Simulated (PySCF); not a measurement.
CH₅AlF₂O₂Si, SMILES [OH][Al]([OH])[CH2][SiH](F)F. Coordinates come from a PBE-D3(BJ)/def2-SVP optimisation. The structure was generated by enumeration; whether it is a known compound was not checked. The values are those of a single conformer.

Computed equilibrium geometry at PBE-D3(BJ)/def2-SVP (PySCF confirms it by a frequency run) as a Z-matrix (one conformer of several):
```
Al
O 1 1.7205
H 2 0.9681 1 124.90
O 1 1.7223 2 126.64 3 21.58
H 4 0.9682 1 124.56 2 -17.81
C 1 1.9986 2 115.33 3 179.66
H 6 1.1075 1 113.27 2 -141.62
H 6 1.1078 7 110.45 1 -127.29
Si 6 1.8224 7 113.78 8 -128.95
F 9 1.6279 6 117.09 7 133.70
F 9 1.7258 10 103.23 6 -104.55
H 9 1.4901 10 108.27 11 -110.15
```
